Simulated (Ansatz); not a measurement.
```xyz
7

O     1.400    0.554   -0.798
Mo   -0.080    0.151    0.252
O    -1.001   -1.302   -0.455
S     0.583   -0.299    2.193
S    -1.382    1.796    0.316
H     1.377    1.283   -1.426
H    -0.897   -2.183   -0.082
```

The species carries charge 0 and has multiplicity 1. Mo takes the def2 core potential.

(1) List the PBE0/def2-TZVPP orbital energies in eV (the Gaussian-basis code of Ansatz). (Estimate.)

Answers

(1) The calculation gave: Occupied: -2422.53, -2422.53, -523.85, -523.85, -217.88, -217.88, -161.64, -161.64, -161.63, -161.63, -161.59, -161.59, -73.61, -46.28, -46.18, -46.05, -28.38, -28.22, -19.23, -18.91, -15.10, -15.04, -11.88, -11.62, -11.39, -10.16, -9.99, -9.75, -8.92, -8.54, -8.16, -7.32. Lowest empty: -3.13, -2.80, -1.76, -1.37, -1.31, -0.08, 0.61, 1.41.
